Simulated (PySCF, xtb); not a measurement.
VF₄, SMILES [F][V+]([F])([F])[F], charge +1, multiplicity 1.

Harmonic wavenumbers (cm⁻¹) from GFN2-xTB (xtb) at its own minimum, in rising order: 207, 207, 231, 231, 231, 623, 742, 742, 742.

Problem. What does B3LYP-D3(BJ)/def2-SVP in PySCF give at its own minimum? (An estimate is asked for; the answer gives what the named calculation found.)

Solution. 233, 233, 254, 254, 254, 824, 951, 951, 951. Paired by order, the mean absolute difference is 105 cm⁻¹ and the zero-point energies are 5.7 and 7.0 kcal/mol.
